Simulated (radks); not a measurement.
Isoelectronic series with 24 electrons, each ion in its NIST ground configuration. All-electron calculation, scalar-relativistic Kohn-Sham, BLYP, spin-unpolarised, spherical densities, point nucleus. Program: a radial shooting solver on a logarithmic mesh with Libxc functionals. Total energies (hartree) and mean radii <r> (bohr):

ion    configuration  E (hartree)      3d      3p      3s
Cr      [Ar] 3d5 4s1  -1050.82384   1.520  0.9659  0.9018
Fe2+        [Ar] 3d6  -1271.85104   1.085  0.8577  0.8112
Ni4+        [Ar] 3d6  -1516.40755  0.8417  0.7573  0.7284
Zn6+        [Ar] 3d6  -1784.32856  0.7028  0.6750  0.6581
Ge8+        [Ar] 3d6  -2075.67646  0.6085  0.6080  0.5989
Se10+       [Ar] 3d6  -2390.57253  0.5387  0.5528  0.5488
Kr12+       [Ar] 3d6  -2729.17109  0.4845  0.5067  0.5060
Sr14+       [Ar] 3d6  -3091.65082  0.4407  0.4675  0.4692
Zr16+       [Ar] 3d6  -3478.21138  0.4046  0.4339  0.4371
Mo18+       [Ar] 3d6  -3889.07196  0.3742  0.4047  0.4090
